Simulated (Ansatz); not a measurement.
Reactions of C₂H₆O₂Si₂, SMILES `O[SiH](O)C#C[SiH3]`.

Isolated molecules relaxed with PBE0-D4/def2-TZVP in Ansatz; ΔE leaves out vibrations. CBS: MP2 limit from def2 TZ/QZ plus the TZ coupled-cluster correction, frozen cores. This one scheme is used for every species. Each species was taken in one conformer, which may not be the lowest.

Question: Order these by ΔE at CCSD(T)/CBS, lowest first. (An estimate is asked.)
A. `O[SiH](O)C#C[SiH3]` + H₂S → `O[SiH](O)S` + `C#C[SiH3]`
B. `O[SiH](O)C#C[SiH3]` + `O[SiH](O)F` → `O[SiH](O)O[SiH](O)F` + `C#C[SiH3]`
C. `O[SiH](O)C#C[SiH3]` + H₂O → `O[SiH](O)O` + `C#C[SiH3]`
D. `O[SiH](O)C#C[SiH3]` + `[SiH3]Cl` → `O[SiH](O)[SiH2]Cl` + `C#C[SiH3]`
E. `O[SiH](O)C#C[SiH3]` + H₂S → `[SiH3]C#CS` + `O[SiH2]O`

Answer: B (-1.01 eV), C (-0.78 eV), A (-0.23 eV), D (+0.60 eV), E (+0.86 eV).

Largest T1 diagnostic: 0.013, for `[SiH3]C#CS`.
